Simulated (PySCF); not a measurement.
**Polarisability and C₆ of Nb²⁺ (niobium, charge +2)**

[Kr] 4d3, high-spin 4F determinant. All numbers are calculated (PySCF 2.14, the non-relativistic Hamiltonian (point nucleus), in dyall-ae2z (21s14p10d3f, 134 functions)). Coupled (time-dependent) response in atomic units; α is the mean over directions. The basis has no added diffuse functions, which lowers α and C₆. A double-zeta set is small for polarisabilities.

| method | mean α (bohr³) | C₆ (like pair) | S(−4) |
| --- | --- | --- | --- |
| PBE0 | 10.21 | 51.99 | 49.85 |

S(−4) is the Cauchy moment in α(ω) = α(0) + S(−4) ω² + …

Spin-orbit coupling is absent.

α(iu) at PBE0:

```
u (hartree)  α(iu) (bohr³)
          0          10.21
     0.0500          10.09
      0.100          9.750
      0.200          8.729
      0.300          7.649
      0.500          5.938
      0.750          4.522
       1.00          3.569
       1.50          2.373
       2.00          1.670
       3.00         0.9369
       5.00         0.4132
```

A single London oscillator, α(iu) = α/(1 + u²/ω²), gives C₆ = (3/4) ω α². Matching the computed C₆ needs ω = 4 × 51.99 / (3 × 10.21²) = 0.665 hartree.

For an ion, C₆ is the dispersion term alone; charge-induced terms of lower order in 1/R come first.

A non-relativistic calculation at this Z misses sizeable relativistic shifts.
